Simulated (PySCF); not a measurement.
Compound: (Cl3Si)2CH2, CH₂Cl₆Si₂.
Z-matrix (Å and degrees, PBE0-D3(BJ)/def2-SVP geometry), rows numbered from 1:
```
Si
Cl  1  2.0508
Cl  1  2.0442  2  108.33
Cl  1  2.0438  2  108.69  3  -118.16
C   1  1.8577  2  108.81  3   121.41
Si  5  1.8579  1  119.19  2  -163.18
Cl  6  2.0456  5  111.88  1   -43.89
Cl  6  2.0500  5  108.88  1  -163.83
Cl  6  2.0435  5  110.17  1    77.42
H   5  1.1037  1  107.22  2    73.66
H   5  1.1038  1  107.79  2   -41.51
```

Computed, not measured: PySCF, delta-SCF UKS SCAN, pcX-2 on the ionised atom, pcseg-1 elsewhere, spin-free X2C. Binding energies are ΔSCF values: E(core-ionised, relaxed orbitals) − E(ground state) at a fixed geometry, referred to the vacuum level.

Some binding energies are withheld.

```tsv
atom(s)	bonded to	level	binding energy (eV)
C5	2 H and 2 Si	C 1s	?
Si1/Si6	3 Cl and C	Si 1s	1849.78
Si1/Si6	3 Cl and C	Si 2p3/2	109.62
Cl2 (×6)	Si	Cl 1s	2829.24
Cl2 (×6)	Si	Cl 2p3/2	?
```

(1) Fill in C 1s for C5.

(2) Fill in Cl 2p3/2 for Cl2 (×6).

(3) Which effective nuclear charge Zeff reproduces each element's mean 1s value in the hydrogen-like formula E = 13.606 eV × Zeff²?

## Answers

(1) 291.31 eV (carbon bonded to 2 Si and 2 H).

(2) 206.66 eV (chlorine bonded to Si), with 2p1/2 at 208.31 eV.

(3) C (Z = 6): mean 291.3 eV, Zeff = 4.63, Z − Zeff = 1.37; Si (Z = 14): mean 1849.8 eV, Zeff = 11.66, Z − Zeff = 2.34; Cl (Z = 17): mean 2829.2 eV, Zeff = 14.42, Z − Zeff = 2.58. Means run over the listed sites, weighted by atom count.

One atom of each set of topologically equivalent atoms was ionised and stands for the set; in this conformer not all members are related by symmetry, and their own values weren't computed. For 2p shells one spin-free hole was relaxed; a mean-field spin–orbit operator and the ground-state splitting of the three 2p orbitals were then diagonalised within the shell. The shell's mean is (2 × 2p3/2 + 2p1/2)/3, and the degeneracies 2j + 1 give areas of 2:1. 2p1/2 minus 2p3/2 (ligand field included): Si 0.63 eV, Cl 1.65 eV. Geometry: PBE0-D3(BJ)/def2-SVP; no solvent, vibrations or thermal averaging.
